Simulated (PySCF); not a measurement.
Isomers of C3H16Si4. Computed with PBE0-D3(BJ)/def2-SVP geometry optimisation, gas phase in PySCF 2.14.0. Energies are electronic, without zero-point or thermal terms, for one conformer each. No frequencies were run at this level. Point groups hold within 0.08 Å.

Question: Rank from lowest to highest electronic energy at this level (kJ/mol).
A. `[SiH3:1][CH2:2][SiH2:3][CH2:4][SiH2:5][CH2:6][SiH3:7]` with Si1–C2–Si3–C4 58°, C2–Si3–C4–Si5 179°, Si3–C4–Si5–C6 -63°, C4–Si5–C6–Si7 -177°
B. `[CH3:1][Si@@H:2]([CH2:3][SiH3:4])[CH:5]([SiH3:6])[SiH3:7]` with C1–Si2–C3–Si4 -55°, C1–Si2–C5–Si6 -47°

Answer: B (0.0), A (14.0).

| SMILES | E (Eh) | E rel (kJ/mol) | dipole (D) | point group | A, B, C (MHz) |
| --- | --- | --- | --- | --- | --- |
| C[Si@@H](C[SiH3])C([SiH3])[SiH3] | -1280.86618 | 0.0 | 0.73 | C1 | 1558, 664.6, 556.3 |
| [SiH3]C[SiH2]C[SiH2]C[SiH3] | -1280.86085 | 14.0 | 1.76 | C1 | 3966, 340.2, 324.2 |

Q: How do the relative energies change in single points at KT3/pcSseg-1 (no added dispersion term) on the same geometries?

A: 
```csv
SMILES,PBE0-D3(BJ)/def2-SVP (kJ/mol),KT3/pcSseg-1 (kJ/mol),shift
C[Si@@H](C[SiH3])C([SiH3])[SiH3],0.0,0.0,0.0
[SiH3]C[SiH2]C[SiH2]C[SiH3],14.0,3.8,-10.2
```

Each column counts from its own lowest isomer. The order is unchanged; the largest shift is 10.2 kJ/mol.
